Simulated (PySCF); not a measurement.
Computed shifts of a molecule C₅H₆O, KT2/pcSseg-1 run with PySCF, GIAO, gas phase, equivalent atoms averaged, in ppm (number of nuclei): ¹³C: 156.0 (1), 148.8 (1), 106.2 (1), 92.1 (1), 79.3 (1). ¹H: 6.93 (1), 5.81 (1), 5.20 (1), 5.13 (2), 4.95 (1). References: ¹³C against TMS (σ = 185.1 ppm); ¹⁷O against H2O (σ = 330.4 ppm); ¹H against TMS (σ = 31.47 ppm), references at their B3LYP-D3(BJ)/def2-TZVP geometries, non-relativistic. Geometry: B3LYP-D3(BJ)/def2-SVP. The values are those of a single conformer.

Question: Pick the molecule that these values belong to.
A. C=C=COC=C
B. C#C[C@@H]1C[C@@H]1O
C. C=C1CC=CO1
D. C=C1C=COC1

Answer: D, C=C1C=COC1
